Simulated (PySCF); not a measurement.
Xe⁺: excitation energy

Xe⁺ [Kr] 4d10 5s2 5p5 (2P) → Xe⁺ [Kr] 4d10 5s2 5p4 6s1 (4P), as a difference of total energies. Calculation: PySCF 2.14, in aug-cc-pVTZ-DK3; the spin-free X2C one-electron Hamiltonian (Gaussian nucleus). Correlated levels: valence: [Kr] 4d10 frozen. The calculations carry no spin-orbit coupling.

```json
{"method": "UHF", "excitation energy (eV)": "11.213", "error (eV)": "-0.140"}
{"method": "LDA", "excitation energy (eV)": "11.631", "error (eV)": "+0.278"}
{"method": "PBE", "excitation energy (eV)": "11.450", "error (eV)": "+0.097"}
{"method": "PBE0", "excitation energy (eV)": "11.630", "error (eV)": "+0.277"}
{"method": "r2SCAN", "excitation energy (eV)": "11.832", "error (eV)": "+0.479"}
{"method": "wB97X-V", "excitation energy (eV)": "12.016", "error (eV)": "+0.663"}
{"method": "TPSS", "excitation energy (eV)": "11.721", "error (eV)": "+0.368"}
{"method": "M06-L", "excitation energy (eV)": "12.014", "error (eV)": "+0.661"}
{"method": "M06", "excitation energy (eV)": "11.747", "error (eV)": "+0.394"}
{"method": "MP2 (valence)", "excitation energy (eV)": "11.486", "error (eV)": "+0.133"}
{"method": "SCS-MP2 (valence)", "excitation energy (eV)": "11.624", "error (eV)": "+0.271"}
```

Reference: 11.353 eV (measured; NIST levels, between the centres of gravity of the two terms).

Errors of the correlated levels include the incompleteness of this basis and the frozen core.

The promoted electron is Rydberg-like, and one or two diffuse shells describe it only roughly, which tends to raise the upper state.
